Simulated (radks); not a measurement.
Ho II, configuration [Xe] 4f11 6s1.

Calculated with a radial shooting solver on a logarithmic mesh with Libxc functionals: non-relativistic Kohn-Sham, Slater X-alpha with alpha = 0.617, spin-polarised, spherical densities, point nucleus; open shells are filled with parallel spins first (spin-orbit coupling, left out, can overturn this in heavy ions); relativity is left out, which matters for an element this heavy.

Energy parts (hartree):
| part | energy |
|---|---|
| total | -12036.6634 |
| kinetic | 12036.6634 |
| electron-nucleus | -28635.9953 |
| Hartree | 4789.2388 |
| exchange | -226.5702 |

Orbitals (lengths in bohr, moments of r in powers of bohr; <r^-3> diverges for s and p1/2):
orbital  occ.  eigenvalue (hartree)  <r^-3>
1s up       1             -1900.577       -
1s down     1             -1900.577       -
2s up       1             -305.3814       -
2s down     1             -305.3784       -
2p up       3             -291.2930   10330
2p down     3             -291.2911   10330
3s up       1             -67.78914       -
3s down     1             -67.73412       -
3p up       3             -61.42788    2135
3p down     3             -61.37752    2137
3d up       5             -49.54150   368.9
3d down     5             -49.50442   369.2
4s up       1             -13.12416       -
4s down     1             -13.02806       -
4p up       3             -10.59517   473.9
4p down     3             -10.49971   473.3
4d up       5              -6.05276   69.15
4d down     5              -5.95868   69.00
4f up       7              -0.43705   10.38
4f down     4              -0.35309   10.17
5s up       1              -1.74733       -
5s down     1              -1.70422       -
5p up       3              -1.08536   58.24
5p down     3              -1.04873   57.00
6s up       1              -0.29358       -
6s down     0              -0.23151       -

The highest occupied level is 6s up at -7.989 eV. Virial ratio -V/T = 2.00000.
